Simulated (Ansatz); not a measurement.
Coupled-cluster diagnostics for Ga₃P₂, Ansatz.

Geometry of the doublet (PBE0-D4/def2-SVP):

| atom | x (Å) | y (Å) | z (Å) |
| --- | --- | --- | --- |
| Ga1 | -1.660 | -1.681 | -1.237 |
| Ga2 | 2.079 | 0.098 | 0.758 |
| Ga3 | 0.043 | 2.057 | 0.825 |
| P4 | -0.314 | 0.453 | -0.998 |
| P5 | -0.148 | -0.928 | 0.653 |

Correlated methods freeze 37 core orbitals; core or outer-core shells of Ga are correlated, in sets that lack core-valence functions. Another isomer (doublet) lies 0.15 eV lower at PBE0-D4/def2-TZVP; other spin states weren't run for this one.

Question: Estimate the CCSD(T) correlation energy, the shares of MP2 and (T), T1 and the reference's ⟨S²⟩ for: charge 0, doublet, own geometry in def2-SVP; and the rough time on 4 threads of Arm Neoverse V2 on a shared host.

Answer: 
```
                          state     basis  correlation (eV)  MP2 share (%)  (T) share (%)     T1  ⟨S²⟩ (pure)  wall time
charge 0, doublet, own geometry  def2-SVP           -23.409           95.4            5.2  0.024  0.79 (0.75)       59 s
```
Customary marks for T1 are 0.02 (closed shells), 0.045 (open shells) and about 0.05 (3d metals). T1 exceeds 0.02 in 1 of 1 rows and 0.045 in 0; the higher it lies, the less the single-reference result can be trusted.
